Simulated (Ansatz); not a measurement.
Program: Ansatz. Geometries: PBE0-D4/def2-TZVP. ΔE: electronic, gas phase. CCSD(T)/CBS is the MP2 limit (def2-TZVPP, def2-QZVPP) plus CCSD(T) − MP2 in def2-TZVPP, frozen cores. DFT in def2-TZVPP. Each species was taken in one conformer, which may not be the lowest.

Reaction (ligand exchange at a B–C bond): `OB/C=N/CS` + `[SiH3]S` → `OBS[SiH3]` + `C=NCS`

**Question.** Is it downhill or uphill in electronic energy at CCSD(T)/CBS, and by how much? (Best estimate.)

**Answer.** Ansatz gave: Downhill: ΔE = -0.58 eV.

**Question.** What do these levels give: r2SCAN-D4, PBE0-D4, B2PLYP, PBE0, CCSD(T)/def2-TZVPP, MP2/CBS(def2)? (Estimate.)

**Answer.** Computed: r2SCAN-D4 -0.62, PBE0-D4 -0.62, B2PLYP -0.56, PBE0 -0.60, CCSD(T)/def2-TZVPP -0.57, MP2/CBS(def2) -0.62 eV.

Largest T1 diagnostic among the species: 0.014.

The D4 term adds −0.04 eV with B3LYP and −0.02 eV with PBE0; it sums over pairs of atoms, weighted by their polarisabilities, and B3LYP, whose exchange is more repulsive, gets the larger term. In def2-TZVPP, CCSD(T) changes the Hartree–Fock value by −0.10 eV (the triples alone add −0.03 eV) and MP2 by −0.15 eV.

B3LYP here is the variant with VWN-RPA as its local correlation; programs differ in this.
